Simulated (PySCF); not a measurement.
**CuSe₂, quartet: molecular constants**

Computed with PySCF, UPBE0, basis Cu def2-SVP, Se def2-SVP (no relativity, density fitting).

The structure is a minimum.

Coordinates in bohr (charge 0 multiplicity 4):
```
Cu    0.0000    0.0000   -3.0382
Se    2.1023    0.0000    1.1962
Se   -2.1023    0.0000    1.1962
```

* Point group: C2v
* Bond lengths: Cu–Se 2.502 Å (×2), Se–Se 2.225 Å
* Bond angles: Cu–Se–Se 63.6° (×2), Se–Cu–Se 52.8°
* Highest occupied level (α): -4.48 eV
* Dipole moment: 1.07 D
* Entropy at 298.15 K and 1 bar (electronic part: spin only): 327.2 J/(mol K)
* Principal quadrupole moments (Buckingham, traceless) about the centre of mass: -4.56, -0.39, 4.95 D Å
* Atomisation energy without zero-point energy: 428 kJ/mol
* Enthalpy at 298.15 K above 0 K: 14.18 kJ/mol
* Spin squared ⟨S²⟩: 3.761
* Principal polarisabilities: 42.1, 78.8, 79.7 bohr³
* Rotational symmetry number: 2
* Zero-point energy: 4.0 kJ/mol
* Rotational constants: 0.08522, 0.07436, 0.03971 cm⁻¹
* Heat capacity Cp at 298.15 K: 55.6 J/(mol K)
* Lowest empty level (β): -4.11 eV

Harmonic modes (masses in u: Cu 62.930, Se 79.917):
```tsv
symmetry	ω (cm⁻¹)	IR (km/mol)	μ (u)
b2	128	0.2	73.30
a1	175	3.9	67.10
a1	368	2.1	79.71
```

In C2v the vibrations span b2 + 2a1. Here b1 is antisymmetric to the molecular plane and b2 lies in it.

Charges (e):
| atom | Mulliken | Löwdin | polar tensor | spin (Mulliken) | Mayer order to Cu1 |
| --- | --- | --- | --- | --- | --- |
| Cu1 | -0.03 | -0.12 | 0.12 | 1.31 | – |
| Se2,3 | 0.02 | 0.06 | -0.06 | 0.84 | 0.57 |
Other Mayer orders above 0.3: Se–Se 1.58.

Mulliken populations on Cu1: s 7.16, p 12.28, d 9.60, f 0.00.

Outer orbital energies (eV). α occupied: -10.22, -9.32, -9.26, -8.94, -8.93, -7.12, -7.09, -4.48; empty: -1.45, 1.42, 1.76, 2.84. β occupied: -10.52, -9.79, -9.31, -8.98, -8.74, -8.38, -8.10, -7.85; empty: -4.11, -3.93, -1.61, -0.97.

Other isomers or separated fragments may lie lower. Open d and f shells are described by one determinant, and the ground state may have another occupation or spin. At this level a quartet minimum of D∞h symmetry lies 42 kJ/mol below this structure.

The final relaxation and frequency run took 52 s on 2 threads of a shared Arm Neoverse V1 host, with 95 basis functions and 7 gradients; the process peaked at 0.95 GiB. Launch command: `OMP_NUM_THREADS=2 python axn.py task.json out`.
